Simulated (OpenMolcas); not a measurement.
**Er3+: effect of the basis set**

```yaml
Program: OpenMolcas 26.06
Method: CASSCF
Active_space: 11 electrons in 7 orbitals (4f)
State_averaging: 2S+1 = 4 odd, 35 roots; 2S+1 = 2 odd, 112 roots (96 in the spin-orbit step)
Spin-orbit_coupling: state interaction with AMFI integrals over the reference wave functions, term energies averaged over their components
```

A. ANO-R1 [7s5p3d2f], X2C, finite nucleus; cost about 80 core-seconds
B. ANO-RCC-VDZP [7s6p4d2f1g], DKH2, point nucleus; cost roughly 40 core-seconds
C. ANO-R2 [9s6p4d3f1g], X2C, finite nucleus; cost about 40 core-seconds
D. ANO-RCC-VTZP [8s7p5d3f2g1h], DKH2, point nucleus; cost about 40 core-seconds
E. ANO-RCC-VQZP [9s8p6d4f3g2h], DKH2, point nucleus; cost roughly 80 core-seconds
F. ANO-R3 [10s8p5d5f3g2h], X2C, finite nucleus; cost roughly 80 core-seconds

Energies in cm⁻¹ above 4f¹¹ ⁴I°_15/2, the measured ground level; measured values from the list in Tchang-Brillet, Wyart, Meftah and Ait Mammar, Atoms 6, 52 (2018).

```
                  Level      A      B      C      D      E      F  Measured
          4f¹¹ ⁴I°_15/2    0.0    0.0    0.0    0.0    0.0    0.0       0.0
          4f¹¹ ⁴I°_13/2   6665   6652   6572   6573   6589   6589      6508
          4f¹¹ ⁴I°_11/2  10712  10694  10610  10612  10631  10630     10172
    4f¹¹ ⁴I°_9/2 [74 %]  13504  13482  13418  13421  13438  13436     12469
    4f¹¹ ⁴F°_9/2 [63 %]  18975  18949  19072  19077  19066  19064     15405
4f¹¹ ²H°_11/2(1) [73 %]  22634  22601  22694  22700  22695  22693     19332
    4f¹¹ ⁴S°_3/2 [73 %]  23525  23492  23629  23635  23624  23621          
           4f¹¹ ⁴F°_7/2  25207  25170  25239  25246  25247  25245          
           4f¹¹ ⁴F°_5/2  27280  27240  27312  27319  27321  27318          
    4f¹¹ ⁴F°_3/2 [67 %]  27565  27525  27612  27619  27618  27615          
          4f¹¹ ²K°_15/2  32102  32056  32224  32232  32219  32215          
          4f¹¹ ⁴G°_11/2  32770  32723  32871  32879  32872  32869     26708
    4f¹¹ ²G°_7/2 [72 %]  33294  33244  33360  33368  33365  33362          
    4f¹¹ ⁴G°_9/2 [66 %]  34010  33960  34062  34071  34072  34069     27767
          4f¹¹ ²K°_13/2  37717  37660  37782  37791  37790  37786          
           4f¹¹ ²P°_1/2  40372  40313  40512  40522  40509  40504          
           4f¹¹ ⁴G°_7/2  40832  40771  40844  40854  40863  40859          
           4f¹¹ ⁴G°_5/2  41376  41315  41428  41438  41441  41436          
 4f¹¹ ²D°_5/2(1) [72 %]  42119  42056  42196  42206  42204  42199          
   4f¹¹ ²I°_11/2 [73 %]  50022  49951  50252  50265  50238  50232          
          4f¹¹ ²L°_17/2  50391  50319  50609  50623  50598  50592          
           4f¹¹ ⁴D°_7/2  51802  51731  52042  52056  52033  52027          
          4f¹¹ ²I°_13/2  52056  51979  52221  52234  52219  52213          
    4f¹¹ ⁴D°_3/2 [73 %]  54669  54592  54877  54891  54873  54866
```

Deviations, from unrounded energies. A percentage is the sum of absolute deviations over the sum of measured energies, with the sign that they share, or ± where signs differ.

```
                        Against measurement  Levels      A      B      C      D      E      F
             mean absolute deviation (cm-1)       7   3000   3000   3000   3000   3000   3000
      fine structure of the ground term (%)       3   +5.9   +5.8   +5.0   +5.0   +5.2   +5.2
other terms of the ground configuration (%)       4  +21.5  +21.3  +21.8  +21.9  +21.9  +21.8
```

A, B, C, D, E, F lie about equally close to measurement. The largest miss of B in the table is 4f¹¹ ⁴G°_9/2 [66 %], by +6200 cm-1. The ranking rests on the paired levels alone, and a cruder setting can come out closer through cancelling errors.

Among A to F the level of the table that moves most is 4f¹¹ ⁴D°_7/2, by 320 cm-1 (lowest in B, highest in D).

High states are left out of the spin-orbit mixing, which shifts the levels that they would mix with. Without dynamic correlation excited terms often stand tens of per cent too high (terms of higher spin than the ground term too low), and those without a measured partner can miss by more than the paired ones. Some levels mix across a computed gap that differs much from the measured one, so their mixing is not that of the real levels. The basis is small and was not contracted for so high a charge (holds for A; B). Computed and measured levels are paired by configuration, term and J; levels that our copy of the source lacks, or whose pairing is in doubt (as where it misses far off the trend of its configuration), stay unpaired and out of the deviations. Only configurations of the active space appear. Levels that lie high or do not pair safely by name in every column are left out.

A share in square brackets marks a mixed level and gives the weight of the term that names it, the lowest over the columns. A number in round brackets counts repeated terms of one configuration in the order of the reference energies. ° marks odd parity.
